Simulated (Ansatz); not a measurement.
## MP2, SCS-MP2 and SOS-MP2 from spin components

System: C₃H₁₁FSi₂ (SMILES C[SiH2]CC[SiH2]F), singlet, at a GFN2-xTB geometry. Level: Ansatz (a first-principles code) with MP2/def2-SV(P). Sums are taken with unrounded values, so a last digit can differ.

Ansatz was given this input:
Ansatz 0.2 input:
```yaml
crystal:
  periodic: [false, false, false]
  atoms:
    - {symbol: Si, position_ang: [1.86851991, -0.31093416, 0.42897106]}
    - {symbol: F, position_ang: [1.34367861, 0.99366512, 1.22241472]}
    - {symbol: C, position_ang: [0.39028182, -1.45040941, 0.09290191]}
    - {symbol: C, position_ang: [-0.48234561, -1.06585567, -1.10724568]}
    - {symbol: Si, position_ang: [-1.37042621, 0.61871451, -0.96725468]}
    - {symbol: C, position_ang: [-2.21417343, 0.77055563, 0.72499127]}
    - {symbol: H, position_ang: [2.81699910, -0.92020865, 1.35364550]}
    - {symbol: H, position_ang: [2.48298636, 0.21627420, -0.78078375]}
    - {symbol: H, position_ang: [0.76291832, -2.46773318, -0.05873744]}
    - {symbol: H, position_ang: [-0.23718355, -1.49140314, 0.98684906]}
    - {symbol: H, position_ang: [-1.23375073, -1.84744800, -1.25158337]}
    - {symbol: H, position_ang: [0.13165459, -1.07152639, -2.01008345]}
    - {symbol: H, position_ang: [-2.37823216, 0.66951080, -2.03894318]}
    - {symbol: H, position_ang: [-0.41109212, 1.71276116, -1.15953390]}
    - {symbol: H, position_ang: [-2.84424297, 1.65382230, 0.76679202]}
    - {symbol: H, position_ang: [-2.84111240, -0.09008304, 0.94411613]}
    - {symbol: H, position_ang: [-1.47794057, 0.85837975, 1.51861575]}
basis:
  gaussian:
    orbitals: def2-SV_P_.json
magnetization: {spin_polarized: false}
correlation: {method: mp2}
```
The basis file holds def2-SV(P) in the JSON format of the Basis Set Exchange.

It gave an SCF energy of -797.004749 Eh, a same-spin correlation energy of -0.174379 Eh and an opposite-spin one of -0.560074 Eh.

Task: Work out the MP2, SCS-MP2 (6/5 and 1/3) and SOS-MP2 (1.3 and 0) correlation and total energies.

Result: MP2: -0.560074 + (-0.174379) = -0.734453 Eh, total -797.739203 Eh, as the program printed. SCS-MP2: 1.2 × (-0.560074) + (-0.174379)/3 = -0.730215 Eh, total -797.734965 Eh. SOS-MP2: 1.3 × (-0.560074) = -0.728097 Eh, total -797.732846 Eh. Opposite spins carry 76 % of the MP2 correlation; same-spin pairs are already kept apart by exchange.
